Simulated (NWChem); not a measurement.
# B₂F₃ cation

```xyz
5

F      0.0000     0.0000    -2.2953
B      0.0000     0.0000    -1.0747
B      0.0000     0.0000     0.6957
F      0.0000     1.1550     1.2529
F      0.0000    -1.1550     1.2529
```
Atoms are numbered in this order, from 1.

Results from NWChem. Medium grid unless said otherwise, to which SCAN and Minnesota functionals are sensitive. Coordinates come from a PBE0/def2-SVP optimisation.

Order these by “orbital gap (eV)”, lowest first: MN15-L/def2-SVP; PBE0/def2-SVP; BP86/def2-SVP; B3LYP/def2-SVP.

BP86/def2-SVP (5.45), MN15-L/def2-SVP (6.69), B3LYP/def2-SVP (7.67), PBE0/def2-SVP (8.22)
